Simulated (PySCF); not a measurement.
# Spin states of KZn

Unrestricted PBE0; PySCF, no relativity, basis sets K pcseg-1, Zn pcseg-1. Outer shells of the fragments: K 4s1; Zn 3d10 4s2.

Followed along the bond (rough minima from three points):

```csv
2Ms+1,unpaired,⟨S²⟩ at the start,R at minimum (Å),Te (eV)
2,σ ↑,0.75,3.91,0.00
2,π ↑,0.75,none in the scan,≤ 1.43
4,"σ ↑↑, π ↑",3.75,none in the scan,≤ 4.51
```

Solutions found at the starting distance of 3.135 Å, counted from the lowest of them; the search is not exhaustive and high or unbound solutions are not listed, so other states can lie among these:

```tsv
2Ms+1	unpaired	term	E (eV)	⟨S²⟩	⟨Lz²⟩	μ (D)
2	σ ↑	²Σ⁺	0.00	0.75	0.00	0.03
2	π ↑	²Π	1.30	0.75	1.00	-2.39
4	σ ↑↑, π ↑	⁴Π	4.37	3.75	1.00	-1.03
4	σ ↑↑↑	⁴Σ⁺	4.38	3.75	0.00	5.40
4	σ ↑, π ↑↑	⁴Σ⁻	5.67	3.75	0.00	-0.65
4	σ ↑, π ↑↑	mixed	7.30	3.75	2.00	4.63
```

A term symbol is given only where ⟨S²⟩ and ⟨Lz²⟩ are close to those of a pure state; real π, δ and φ orbitals otherwise mix terms. A positive dipole means K(−)Zn(+).

Counting both spins, an empty level lies below a filled one in some of these solutions, because spin and occupation are held.
